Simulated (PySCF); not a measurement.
Sc (scandium, neutral) across methods

[Ar] 3d2 4s1, high-spin 4F determinant (an excited configuration). Computed with PySCF 2.14 in dyall-av2z (16s12p7d2f, 101 functions), with the non-relativistic Hamiltonian (point nucleus). The B2PLYP total includes its PT2 part (frozen core); its orbital energies are those of the SCF part.

```
method  E (hartree)  mean ε 3p β (eV)  mean ε 4s α (eV)  mean ε 3d α (eV)  Σ⟨r²⟩ (bohr²)   ⟨S²⟩
r2SCAN     -760.563           -30.221            -3.842            -2.167          45.47  3.751
 wB97X     -760.569           -34.153            -5.425            -4.942          45.56  3.751
  PW91     -760.616           -29.631            -3.819            -2.077          46.09  3.750
B2PLYP     -760.352           -33.871            -4.548            -3.960          45.29  3.751
   UHF   -759.69326           -37.574            -5.332            -5.899          45.90  3.752
   PBE     -760.374           -29.596            -3.772            -2.027          46.24  3.750
  PBE0     -760.406           -31.781            -4.225            -3.008          45.39  3.750
 TPSSh     -760.612           -30.601            -3.869            -2.437          45.62  3.750
```

(1) Estimate the same row for LDA.

## Answers

(1) E (hartree) = -758.660; mean ε 3p β (eV) = -29.662; mean ε 4s α (eV) = -3.932; mean ε 3d α (eV) = -2.009; Σ⟨r²⟩ (bohr²) = 45.76; ⟨S²⟩ = 3.750.
